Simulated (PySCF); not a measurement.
CH3Zn, charge +1.

```xyz
5

Zn     0.0000     0.0000    -0.4841
C      0.0000     0.0000     1.5283
H     -0.9143     0.5279     1.7844
H      0.9143     0.5279     1.7844
H      0.0000    -1.0557     1.7844
```
Charge +1, spin multiplicity 1.

Geometry optimised at B3LYP-D3(BJ)/def2-TZVP. The multiplicity is an assumed one; other spin states were not compared. The isomer is the one that the SMILES or the coordinates give; other isomers of the formula were not compared.

Method: PySCF with PBE/pcSseg-2. Non-relativistic, no solvent.

Q: Give the absolute GIAO shielding of each atom: isotropic value and principal components (ppm). (The exact figures need the calculation; the answer reports its results.)

A: 
| atom | σ(iso) | σ11 | σ22 | σ33 | span |
|---|---|---|---|---|---|
| Zn1 | 2363.2 | 2293.5 | 2293.5 | 2502.7 | 209.2 |
| C2 | 129.2 | 96.4 | 96.4 | 194.6 | 98.2 |
| H3 | 27.4 | 23.3 | 24.7 | 34.3 | 11.1 |
| H4 | 27.4 | 23.3 | 24.7 | 34.3 | 11.1 |
| H5 | 27.4 | 23.3 | 24.7 | 34.3 | 11.1 |
